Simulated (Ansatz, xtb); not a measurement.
## C5H8FNO: which of two isomers lies lower

Structure I: `C=C(F)C/N=C(\C)O`, a singlet. Structure II: `C=C(F)CNC(C)=O`, a singlet. Both are isolated molecules in the gas phase, relaxed with B3LYP-D3(BJ)/def2-SVP; the shapes shown needn't be the lowest conformers.

I (Å):

```yaml
atoms:
  - { symbol: C, position_ang: [1.6039, -0.7808, -1.3564] }
  - { symbol: C, position_ang: [2.1824, -0.1726, -0.3269] }
  - { symbol: C, position_ang: [1.5858, 0.8337, 0.6130] }
  - { symbol: C, position_ang: [-0.4317, 1.9602, 1.0056] }
  - { symbol: C, position_ang: [0.0648, 2.7255, 2.2012] }
  - { symbol: F, position_ang: [3.4683, -0.4221, -0.0004] }
  - { symbol: N, position_ang: [0.2137, 1.1283, 0.2958] }
  - { symbol: O, position_ang: [-1.7159, 2.2335, 0.7034] }
  - { symbol: H, position_ang: [2.1570, -1.4985, -1.9637] }
  - { symbol: H, position_ang: [0.5648, -0.5478, -1.5813] }
  - { symbol: H, position_ang: [1.7062, 0.4346, 1.6423] }
  - { symbol: H, position_ang: [2.2305, 1.7372, 0.5808] }
  - { symbol: H, position_ang: [0.9243, 3.3541, 1.9186] }
  - { symbol: H, position_ang: [0.4152, 2.0290, 2.9793] }
  - { symbol: H, position_ang: [-0.7270, 3.3614, 2.6147] }
  - { symbol: H, position_ang: [-1.9288, 1.6915, -0.0760] }
```

II (Å):

```csv
atom,x (Å),y (Å),z (Å)
C,2.1578,-1.4293,0.3479
C,1.7720,-0.3022,-0.2423
C,1.5822,-0.0378,-1.7050
C,-0.6501,-0.4667,-2.6540
C,-2.0733,0.0504,-2.7642
F,1.4856,0.7950,0.4972
N,0.2254,0.3721,-2.0130
O,-0.3138,-1.5484,-3.1016
H,2.2644,-1.4852,1.4327
H,2.3673,-2.3130,-0.2548
H,1.7832,-0.9483,-2.2830
H,2.2916,0.7470,-2.0241
H,-0.1237,1.2161,-1.5762
H,-2.7128,-0.5305,-2.0807
H,-2.4351,-0.1325,-3.7856
H,-2.1740,1.1189,-2.5233
```

Quicker runs give these differences E(II) − E(I): GFN2-xTB −0.361 eV; HF/STO-3G −0.329 eV (at GFN2-xTB geometries); r2SCAN-D4/def2-SVP −0.647 eV (at GFN2-xTB geometries).

Problem. Estimate E(II) − E(I) at the level CCSD(T)/def2-SVP + ΔMP2/def2-TZVPP.

Solution. Calculated at CCSD(T)/def2-SVP + ΔMP2/def2-TZVPP: E(II) − E(I) = −0.539 eV, so structure II lies lower.

The same difference at several levels:

| level | geometry | E(II) − E(I) (eV) | departure from the last row (eV) | job, with rough time for the two |
| --- | --- | --- | --- | --- |
| GFN2-xTB | GFN2-xTB | −0.361 | +0.178 | optimisation, 0.39 s |
| HF/STO-3G | GFN2-xTB | −0.329 | +0.210 | single point, 1.2 s |
| r2SCAN-D4/def2-SVP | GFN2-xTB | −0.647 | −0.108 | single point, 6.6 s |
| B3LYP-D3(BJ)/def2-SVP | B3LYP-D3(BJ)/def2-SVP | −0.641 | −0.102 | optimisation, 5 min |
| HF/def2-SVP | B3LYP-D3(BJ)/def2-SVP | −0.719 | −0.180 | part of the CCSD(T) run |
| MP2/def2-SVP | B3LYP-D3(BJ)/def2-SVP | −0.644 | −0.105 | part of the CCSD(T) run |
| CCSD(T)/def2-SVP | B3LYP-D3(BJ)/def2-SVP | −0.621 | −0.082 | single point |
| CCSD(T)/def2-SVP + ΔMP2/def2-TZVPP | B3LYP-D3(BJ)/def2-SVP | −0.539 |  | single point, 3.1 min |

As drawn, II has 1 C–N, 1 C=O, 1 N–H in place of 1 C=N, 1 C–O, 1 O–H.

None of the levels shown reverses the order. The largest departure from CCSD(T)/def2-SVP + ΔMP2/def2-TZVPP is that of HF/STO-3G, 0.210 eV. The last row adds to CCSD(T) the change of the MP2 difference between the two basis sets, here +0.082 eV.

With thermal terms from frequencies at re-optimised GFN2-xTB minima (ideal gas, soft modes damped towards free rotors, one conformer each, 298.15 K, 1 atm): on the last row, ΔE + ΔZPE = −0.517, ΔH = −0.513, ΔG = −0.529 eV.

The correlated steps freeze 8 core orbitals. Run with Ansatz 0.2.0, xtb 6.7.1; the last row on 2 threads of Intel(R) Xeon(R) Processor @ 2.70GHz on a shared host.
